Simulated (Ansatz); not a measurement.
Gas-phase electronic energies from Ansatz, PBE0-D4/def2-TZVP geometries. CCSD(T)/CBS is the MP2 limit (def2-TZVPP, def2-QZVPP) plus CCSD(T) − MP2 in def2-TZVPP, frozen cores. This one scheme is used for every species. DFT in def2-TZVPP. B3LYP here is the variant with VWN-RPA as its local correlation; programs differ in this. One conformer a species, not always the lowest.

Consider the redistribution: `B[SiH2]N` + `F[SiH2]BC[SiH3]` → `BCB[SiH2]F` + `N[SiH2][SiH3]`.

`B[SiH2]N`:

```xyz
9

B    -1.384    0.193   -0.859
Si    0.304    0.518    0.167
N     1.155   -0.948    0.480
H    -1.908   -0.882   -0.923
H    -1.948    1.103   -1.393
H    -0.148    1.278    1.386
H     1.239    1.437   -0.542
H     2.053   -0.929    0.938
H     0.637   -1.770    0.746
```

`F[SiH2]BC[SiH3]`:

Cartesian coordinates in Å:
```
F -0.956 3.223 0.328
Si 0.119 2.069 0.646
B -0.692 0.230 0.704
C 0.194 -1.013 0.575
Si 0.069 -1.492 -1.263
H 0.725 2.382 1.974
H 1.196 2.181 -0.378
H -1.879 0.088 0.799
H 1.264 -0.880 0.764
H -0.176 -1.904 1.093
H 0.385 -0.335 -2.140
H -1.299 -1.975 -1.574
H 1.050 -2.575 -1.528
```

`BCB[SiH2]F`:

Z-matrix (Å, degrees):
```
C
B 1 1.557
B 1 1.549 2 108.3
H 1 1.090 2 115.6 3 132.1
H 1 1.107 2 99.2 3 -108.9
Si 2 2.008 1 119.0 3 -127.5
H 2 1.198 1 118.6 3 52.9
H 3 1.197 1 121.1 2 112.9
H 3 1.196 1 119.6 2 -65.1
F 6 1.607 2 114.0 1 -179.6
H 6 1.491 2 109.8 1 59.9
H 6 1.491 2 110.1 1 -58.9
```

`N[SiH2][SiH3]`:

```xyz
10

N     0.971    0.987   -1.133
Si   -0.435    0.747   -0.165
Si   -0.314   -1.374    0.817
H     1.882    0.816   -0.739
H     1.004    1.760   -1.780
H    -1.617    0.844   -1.064
H    -0.649    1.751    0.925
H     0.968   -1.519    1.564
H    -0.377   -2.452   -0.207
H    -1.433   -1.562    1.780
```

**Question.** Is it downhill or uphill in electronic energy at CCSD(T)/CBS, and by how much? (Estimate.)

**Answer.** The calculation gave: Downhill: ΔE = -6.1 kcal/mol.

**Question.** What do these levels give: r2SCAN-D4, ωB97X-V, B3LYP, HF/def2-TZVPP, MP2/CBS(def2), CCSD/CBS(def2)? (Estimate.)

**Answer.** Computed: r2SCAN-D4 -7.3, ωB97X-V -6.5, B3LYP -7.3, HF/def2-TZVPP -5.7, MP2/CBS(def2) -5.9, CCSD/CBS(def2) -5.9 kcal/mol.

Largest T1 diagnostic among the species: 0.013.
